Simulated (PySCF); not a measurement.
**The potential of point charges around `F[C@@H]1C[C@@H]1B1OCCO1`**

Species: `F[C@@H]1C[C@@H]1B1OCCO1`. Coordinates (PBE0-D3(BJ)/def2-SVP, Å) and charges (e) from the PBE0/pcSseg-1 density (PySCF):

| atom | x | y | z | Mulliken | IAO | Hirshfeld | ESP-fitted |
| --- | --- | --- | --- | --- | --- | --- | --- |
| F1 | -1.792 | 0.222 | -1.571 | -0.3021 | -0.3026 | -0.1050 | -0.2094 |
| C2 | -2.237 | -0.447 | -0.478 | +0.1902 | +0.1802 | +0.0500 | +0.1532 |
| C3 | -2.351 | 0.274 | 0.804 | -0.2198 | -0.2926 | -0.0924 | -0.3217 |
| C4 | -1.260 | -0.774 | 0.613 | -0.4731 | -0.3137 | -0.1275 | -0.5448 |
| B5 | 0.209 | -0.292 | 0.472 | +0.6986 | +0.4856 | +0.2317 | +0.8844 |
| O6 | 0.560 | 0.998 | 0.197 | -0.4941 | -0.4059 | -0.1822 | -0.3701 |
| C7 | 1.971 | 1.071 | 0.112 | +0.0176 | -0.0714 | +0.0103 | -0.1683 |
| C8 | 2.464 | -0.360 | 0.419 | +0.0096 | -0.0726 | +0.0091 | +0.2503 |
| O9 | 1.286 | -1.120 | 0.621 | -0.4823 | -0.4044 | -0.1897 | -0.5843 |
| H10 | -2.986 | -1.198 | -0.749 | +0.1123 | +0.1452 | +0.0539 | +0.1192 |
| H11 | -2.014 | 1.314 | 0.808 | +0.1544 | +0.1645 | +0.0510 | +0.1368 |
| H12 | -3.194 | 0.050 | 1.462 | +0.1383 | +0.1520 | +0.0529 | +0.1669 |
| H13 | -1.400 | -1.748 | 1.091 | +0.1473 | +0.1618 | +0.0508 | +0.1964 |
| H14 | 2.345 | 1.812 | 0.836 | +0.1242 | +0.1432 | +0.0465 | +0.1067 |
| H15 | 2.260 | 1.409 | -0.896 | +0.1271 | +0.1443 | +0.0476 | +0.1145 |
| H16 | 3.090 | -0.406 | 1.325 | +0.1245 | +0.1422 | +0.0458 | +0.0326 |
| H17 | 3.042 | -0.794 | -0.412 | +0.1274 | +0.1442 | +0.0473 | +0.0377 |

Points outside the species (Å): A (4.3, 4.2, -3.1); B (-3.0, -8.1, -3.3); C (-5.5, 0.3, 3.4); D (-3.3, 3.0, -2.5).

Find the potential V = 14.3996 V·Å × Σ q/r of each set of charges at these points.

In volts:

```json
{"point": "A", "nearest atom": "H15", "distance (Å)": "4.10", "Mulliken": "+0.167", "IAO": "+0.098", "Hirshfeld": "+0.060", "ESP-fitted": "+0.087"}
{"point": "B", "nearest atom": "H10", "distance (Å)": "7.36", "Mulliken": "-0.061", "IAO": "-0.021", "Hirshfeld": "-0.016", "ESP-fitted": "-0.020"}
{"point": "C", "nearest atom": "H12", "distance (Å)": "3.02", "Mulliken": "+0.094", "IAO": "+0.161", "Hirshfeld": "+0.037", "ESP-fitted": "+0.104"}
{"point": "D", "nearest atom": "F1", "distance (Å)": "3.29", "Mulliken": "-0.527", "IAO": "-0.513", "Hirshfeld": "-0.198", "ESP-fitted": "-0.371"}
```

How far are the other sets from the ESP-fitted one at these points?

Root-mean-square difference: IAO 0.076 V, Mulliken 0.090 V, Hirshfeld 0.094 V. The ESP scheme is a least-squares fit of atom-centred charges to the potential on four shells outside the van der Waals surface, with the total charge fixed.

What energy would a point charge of +3 e have at D in the field of the ESP charges, leaving out polarisation?

-1.114 eV = -107.5 kJ/mol, an attraction.

Isolated species at its PBE0-D3(BJ)/def2-SVP geometry (one conformer only).

Shape of the structure used: `[F:1][C@@H:2]1[CH2:3][C@@H:4]1[B:5]1[O:6][CH2:7][CH2:8][O:9]1`: C3–C4–B5–O6 -16°.
